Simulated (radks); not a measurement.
Values are calculated unless marked as measured or tabulated.
Polarisability of the barium ion Ba3+, [Kr] 4d10 5s2 5p5, at imaginary frequency. Level of theory: scalar-relativistic Kohn-Sham, LDA (Slater exchange, Perdew-Wang correlation), spin-polarised, spherical densities, finite nucleus; open shells are filled with parallel spins first (spin-orbit coupling, left out, can overturn this in heavy ions); Fermi nuclear charge, rms radius 4.8378 fm (a radial shooting solver on a logarithmic mesh with Libxc functionals). Response by self-consistent Sternheimer equations with the Hartree and adiabatic LDA kernel, the relativistic mass of each level held fixed and spin-orbit coupling left out.

w (hartree)  alpha1(iw) (bohr^3)
0.00266                    8.263
0.0143                     8.261
0.0360                     8.250
0.0697                     8.216
0.118                      8.131
0.186                      7.946
0.280                      7.580
0.413                      6.922
0.605                      5.877
0.892                      4.478
1.35                       2.983
2.12                       1.729
3.59                      0.8641
6.94                      0.3316
17.5                     0.07463

Static values: alpha1 = 8.263 bohr^3 (1.224 angstrom^3; uncoupled 14.00). C6 = 52.01, triple-dipole C9 = 308.7 atomic units. One-pole (London) frequency 4 C6 / (3 alpha1^2) = 1.016 hartree, against 1.542 for minus the highest occupied eigenvalue.
